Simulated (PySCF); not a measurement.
## Calculated data, AlCl2GeH, AlBClGeH4, AlClGeH4N, CH7Ge2 and others

Calculation on a computer-drawn molecule: optimised geometry and harmonic frequencies of an isolated molecule of the commonest isotopes, restricted reference for singlets and unrestricted otherwise, frozen core in MP2; on germanium a core potential holds 10 electrons, which the energies leave out, and 3d is frozen in MP2 and coupled-cluster steps. Program: PySCF 2.14.0.

Common to all runs: basis and core potential on germanium cc-pVDZ-PP ECP10MDF.

(1) AlCl2GeH

Start structure:
```xyz
5
AlCl2GeH
Cl     0.2584     2.1310     0.5917
Al     1.3982     0.4216     0.0814
Cl     3.4501     0.7566    -0.3175
Ge     0.3750    -1.9192     0.0283
H      0.0288    -1.7056    -1.5042
```

```
charge                                        : 0
multiplicity                                  : 1
method                                        : MP2
basis                                         : cc-pV(D+d)Z
rotational constants                          : 2.197, 1.012, 0.6977 GHz
total energy                                  : -1455.4174 hartree
convergence status largest gradient component : 5.908e-06 hartree/bohr
```

Drawn bonds:
```csv
atom,other atom,order
1,2,1
2,3,1
2,4,1
4,5,1
```

Optimised structure:
```xyz
5
AlCl2GeH
Cl     0.2354     2.1086     0.5752
Al     1.3926     0.4089     0.0818
Cl     3.4404     0.7280    -0.3384
Ge     0.3757    -1.9306     0.0498
H      0.0664    -1.6304    -1.4886
```

Modes:
```csv
frequency (cm⁻¹),reduced mass (dalton)
53.21,28.35
121.6,29
138.1,9.33
191.5,1.038
252.8,28
486.6,1.398
521.4,4.78
577.3,29.34
1944,1.021
```

(2) AlBClGeH4

Start structure:
```xyz
8
AlBClGeH4
Cl    -0.6922    -3.9311    -1.4726
Al    -0.2959    -2.7123     0.0326
B      0.2045    -1.3026     1.3760
Ge     1.6468    -0.0938     0.6324
H     -0.1007    -1.3965     2.5432
H      3.0670    -0.5392     0.7305
H      1.5073     0.2229    -0.7721
H      1.7452     1.3823     1.2465
```

```
charge                                        : 0
multiplicity                                  : 2
method                                        : HF
basis                                         : cc-pV(D+d)Z
rotational constants                          : 8.366, 0.6868, 0.6576 GHz
total energy                                  : -1021.8219 hartree
spin squared                                  : 0.8136
convergence status largest gradient component : 1.482e-05 hartree/bohr
```

Drawn bonds:
```csv
atom,other atom,order
1,2,1
2,3,1
3,4,1
3,5,1
4,6,1
4,7,1
4,8,1
```

Optimised structure:
```xyz
8
AlBClGeH4
Cl    -1.6566    -3.3077    -1.2841
Al     0.0818    -3.2596    -0.0463
B      0.5396    -1.5852     1.2003
Ge     1.7408     0.0273     0.6225
H      0.2245    -1.6313     2.3595
H      3.0231     0.0700     1.4675
H      2.1573    -0.0205    -0.8553
H      0.9715     1.3367     0.8523
```

Modes:
```csv
frequency (cm⁻¹),reduced mass (dalton)
41.94,7.191
56.09,1.144
123.1,5.863
128.3,4.033
375.1,3.484
461.4,1.041
507.5,4.419
572.4,1.62
656.6,3.355
678.1,1.651
888.1,1.314
905,1.073
965.3,1.033
973.4,1.02
2191,1.023
2195,1.023
2211,1.012
2695,1.09
```

(3) AlClGeH4N

Start structure:
```xyz
8
AlClGeH4N
Cl     0.7527     0.9484     1.8417
Al    -0.1095     0.6874    -0.0490
N     -0.3312     1.7634    -1.4554
Ge    -1.1747     1.5724    -3.0842
H     -0.0133     2.7223    -1.3063
H     -0.0938     1.8836    -4.1100
H     -1.6622     0.1681    -3.1532
H     -2.2856     2.5769    -3.2165
```

```
charge                                        : 0
multiplicity                                  : 2
method                                        : HF
basis                                         : cc-pV(D+d)Z
rotational constants                          : 20.07, 0.7218, 0.7028 GHz
total energy                                  : -1051.6698 hartree
spin squared                                  : 0.753
convergence status largest gradient component : 2.03e-05 hartree/bohr
```

Drawn bonds:
```csv
atom,other atom,order
1,2,1
2,3,1
3,4,1
3,5,1
4,6,1
4,7,1
4,8,1
```

Optimised structure:
```xyz
8
AlClGeH4N
Cl     0.7816     1.1692     1.6989
Al    -0.2015     0.5221    -0.0834
N     -0.3644     1.7222    -1.3761
Ge    -1.1281     1.6032    -3.0530
H      0.0180     2.6368    -1.1880
H     -0.0859     1.8913    -4.1393
H     -1.6561     0.1741    -3.2014
H     -2.2812     2.6035    -3.1907
```

Modes:
```csv
frequency (cm⁻¹),reduced mass (dalton)
70.22,3.279
97.97,1.493
108.3,9.092
179.5,13.81
484,1.142
496.9,7.027
578.4,3.321
696.3,1.169
714.8,1.74
878.1,2.2
950.8,1.022
966.1,1.069
989.7,1.189
1208,1.315
2209,1.024
2223,1.023
2244,1.012
3738,1.074
```

(4) CH7Ge2

Start structure:
```xyz
10
CH7Ge2
Ge    -0.4689     0.5923    -2.3644
C     -0.1086     1.5789    -0.7358
Ge    -0.8029     3.5504    -1.0024
H      0.5096     0.6053    -3.5889
H     -1.7503    -0.0497    -2.6802
H      0.9299     1.6152    -0.6134
H     -0.5819     1.1612     0.0526
H     -0.0263     4.1336    -2.1074
H     -2.2784     3.5072    -1.2286
H     -0.4756     4.1655     0.3601
```

```
charge                                        : 1
multiplicity                                  : 1
method                                        : HF
basis                                         : cc-pVDZ
rotational constants                          : 17.28, 1.158, 1.125 GHz
total energy                                  : -628.4127 hartree
convergence status largest gradient component : 7.726e-06 hartree/bohr
```

Drawn bonds:
```csv
atom,other atom,order
1,2,1
2,3,1
1,4,1
1,5,1
2,6,1
2,7,1
3,8,1
3,9,1
3,10,1
```

Optimised structure:
```xyz
10
CH7Ge2
Ge    -0.4512     0.6020    -2.3979
C     -0.1419     1.6104    -0.8441
Ge    -0.7829     3.5597    -0.9531
H      0.5482     0.5608    -3.5350
H     -1.7504    -0.1437    -2.6202
H      0.9301     1.6561    -0.6417
H     -0.6757     1.1640    -0.0027
H     -0.0301     4.2073    -2.1072
H     -2.2828     3.5165    -1.2104
H     -0.4166     4.1268     0.4039
```

Modes:
```csv
frequency (cm⁻¹),reduced mass (dalton)
78.75,1.098
112,8.405
170.7,1.093
457.9,3.449
503.4,1.027
542.5,1.039
549.9,1.229
706.2,1.71
765,1.687
834.6,1.379
910.3,1.065
943.2,1.037
952.8,1.023
957.1,1.021
1081,1.191
1098,1.029
1495,1.1
2276,1.024
2280,1.014
2308,1.021
2322,1.015
2341,1.026
3209,1.055
3294,1.11
```

(5) BGe2H6

Start structure:
```xyz
9
BGe2H6
Ge    -1.5916     0.5198     0.9626
B     -0.7398     0.6497    -0.8222
Ge    -1.0081     2.2426    -1.8900
H     -1.5354    -0.6161     1.8725
H     -2.4743     1.5457     1.6282
H     -0.1159    -0.3020    -1.2262
H      0.2167     3.0182    -2.3037
H     -1.9425     3.3159    -1.2701
H     -1.6660     2.1081    -3.2993
```

```
charge                                        : 0
multiplicity                                  : 2
method                                        : HF
basis                                         : cc-pVDZ
rotational constants                          : 22.16, 0.9925, 0.9611 GHz
total energy                                  : -614.8698 hartree
spin squared                                  : 0.7596
convergence status largest gradient component : 1.246e-05 hartree/bohr
```

Drawn bonds:
```csv
atom,other atom,order
1,2,1
2,3,1
1,4,1
1,5,1
2,6,1
3,7,1
3,8,1
3,9,1
```

Optimised structure:
```xyz
9
BGe2H6
Ge    -1.6231     0.4732     1.0058
B     -0.7993     0.6730    -0.7971
Ge    -1.0433     2.3659    -1.9863
H     -1.4668    -0.7510     1.9041
H     -2.4973     1.5324     1.6705
H     -0.1345    -0.2404    -1.1948
H      0.3215     3.0019    -2.2941
H     -1.9227     3.4404    -1.3291
H     -1.6914     1.9865    -3.3272
```

Modes:
```csv
frequency (cm⁻¹),reduced mass (dalton)
76.67,1.159
114.1,6.238
240.4,1.117
259.7,1.091
394.5,2.153
481,1.073
502.8,1.059
670.6,1.738
708.5,1.347
717.4,2.631
899.5,1.058
947.3,1.056
963.3,1.026
971.9,1.02
1024,1.368
2189,1.023
2191,1.023
2211,1.012
2241,1.022
2250,1.018
2728,1.092
```

(6) CH9BGe2

Start structure:
```xyz
13
CH9BGe2
Ge    -1.8158    -1.4409    -0.7696
B     -1.0420     0.0152     0.3806
C     -1.8645     1.1998     0.9884
Ge    -2.6181     0.3862     2.6945
H     -3.3646    -1.3104    -0.8458
H     -1.6340    -2.8721    -0.2520
H     -1.4180    -1.4808    -2.1698
H      0.1138     0.0180     0.6461
H     -2.7622     1.3696     0.3311
H     -1.3477     2.0687     1.2372
H     -3.4387     1.4465     3.3494
H     -1.4783    -0.0081     3.5651
H     -3.5211    -0.7683     2.4298
```

```
charge                                        : 0
multiplicity                                  : 1
method                                        : HF
basis                                         : cc-pVDZ
rotational constants                          : 8.182, 0.6801, 0.6538 GHz
total energy                                  : -654.5180 hartree
convergence status largest gradient component : 1.416e-05 hartree/bohr
```

Drawn bonds:
```csv
atom,other atom,order
1,2,1
2,3,1
3,4,1
1,5,1
1,6,1
1,7,1
2,8,1
3,9,1
3,10,1
4,11,1
4,12,1
4,13,1
```

Optimised structure:
```xyz
13
CH9BGe2
Ge    -1.8791    -1.5003    -0.9134
B     -1.0973    -0.0469     0.3769
C     -1.9437     1.0933     1.0080
Ge    -2.5954     0.4924     2.7946
H     -3.3935    -1.3545    -1.1409
H     -1.6235    -2.9199    -0.3810
H     -1.1953    -1.4038    -2.2883
H      0.0659    -0.1414     0.6709
H     -2.8483     1.3575     0.4553
H     -1.3671     1.9970     1.2256
H     -3.4528     1.6152     3.3831
H     -1.4152     0.2103     3.7288
H     -3.4460    -0.7754     2.6653
```

Modes:
```csv
frequency (cm⁻¹),reduced mass (dalton)
45.84,4.814
63.3,1.107
84.03,1.096
190,2.524
229.5,2.175
452.2,1.096
460.3,1.734
548.3,1.312
566.9,2.374
588.8,1.126
608.9,1.625
830.3,1.631
876.9,1.267
896.8,1.046
923.8,1.05
965.4,1.023
966.3,1.024
967.5,1.026
973.5,1.029
1019,1.232
1096,1.304
1138,1.817
1241,1.549
1548,1.145
2182,1.023
2185,1.023
2204,1.013
2220,1.023
2223,1.024
2239,1.012
2678,1.092
3187,1.057
3249,1.106
```

(7) BGe2H8N

Start structure:
```xyz
12
BGe2H8N
Ge     0.7054     0.8102     2.4453
B      0.3294    -0.1594     0.8207
N      0.2295     0.5796    -0.4703
Ge    -0.0736    -0.0989    -2.1281
H     -0.2455     0.7264     3.5559
H      1.9862     0.4993     3.2109
H      0.8909     2.3565     2.3080
H      0.1843    -1.2372     0.7154
H      0.3984     1.5467    -0.4392
H     -0.2640    -1.5985    -2.1025
H      1.1111     0.3226    -3.0022
H     -1.3139     0.6098    -2.6401
```

```
charge                                        : 0
multiplicity                                  : 1
method                                        : HF
basis                                         : cc-pVDZ
rotational constants                          : 22.39, 0.5344, 0.5287 GHz
total energy                                  : -670.5721 hartree
convergence status largest gradient component : 1.672e-05 hartree/bohr
```

Drawn bonds:
```csv
atom,other atom,order
1,2,1
2,3,1
3,4,1
1,5,1
1,6,1
1,7,1
2,8,1
3,9,1
4,10,1
4,11,1
4,12,1
```

Optimised structure:
```xyz
12
BGe2H8N
Ge     0.7501     0.8885     2.5463
B      0.3543    -0.0856     0.7350
N      0.2616     0.6167    -0.4678
Ge    -0.0828    -0.0821    -2.1602
H     -0.3827     0.6795     3.5660
H      2.0413     0.3705     3.2027
H      0.9161     2.4107     2.3595
H      0.2019    -1.2800     0.7226
H      0.3918     1.6114    -0.4353
H     -0.2343    -1.5888    -2.0010
H      1.0852     0.2654    -3.0862
H     -1.3643     0.5511    -2.7076
```

Modes:
```csv
frequency (cm⁻¹),reduced mass (dalton)
46.78,1.091
92.84,1.696
107.3,2.203
136.2,3.855
188.3,9.185
458.2,1.076
473,1.345
635.7,3.802
645.5,1.327
661.6,1.143
738.7,1.45
760.7,2.174
902.7,1.048
927.8,1.155
940.1,1.042
950.8,1.032
970.6,1.02
973.2,1.024
975.4,1.048
1145,1.221
1310,1.683
1487,2.435
2165,1.022
2181,1.023
2199,1.014
2225,1.024
2243,1.018
2277,1.017
2667,1.093
3788,1.076
```

(8) CH6Ge2

Start structure:
```xyz
9
CH6Ge2
Ge     0.2225    -0.8032    -3.3991
C      0.9933    -0.9228    -1.5487
Ge    -0.3334    -1.1573    -0.1816
H     -0.3896     0.6862    -3.0936
H      1.6838    -1.8132    -1.4997
H      1.5868    -0.0111    -1.2825
H      0.2608    -1.3610     1.1283
H     -1.2287     0.0306    -0.0399
H     -1.2616    -2.3763    -0.4261
```

```
charge                                        : 0
multiplicity                                  : 1
method                                        : HF
basis                                         : cc-pVDZ
rotational constants                          : 17.66, 1.174, 1.135 GHz
total energy                                  : -628.0699 hartree
convergence status largest gradient component : 1.357e-05 hartree/bohr
```

Drawn bonds:
```csv
atom,other atom,order
1,2,1
2,3,1
1,4,1
2,5,1
2,6,1
3,7,1
3,8,1
3,9,1
```

Optimised structure:
```xyz
9
CH6Ge2
Ge     0.2929    -0.8927    -3.3893
C      1.0273    -0.8841    -1.5323
Ge    -0.3535    -1.1521    -0.1437
H     -0.5149     0.4672    -3.2258
H      1.7824    -1.6658    -1.4215
H      1.4897     0.0843    -1.3121
H      0.2815    -1.6831     1.1468
H     -1.0669     0.1716     0.1462
H     -1.4047    -2.1733    -0.6113
```

Modes:
```csv
frequency (cm⁻¹),reduced mass (dalton)
48.99,1.444
120.1,3.019
185,1.126
467.7,2.309
538.1,1.062
609.9,1.79
654.5,1.253
672.8,1.761
883.3,1.293
931.5,1.044
962.7,1.031
972,1.024
1019,1.144
1131,1.145
1503,1.092
1974,1.021
2188,1.022
2213,1.022
2232,1.014
3178,1.058
3250,1.105
```
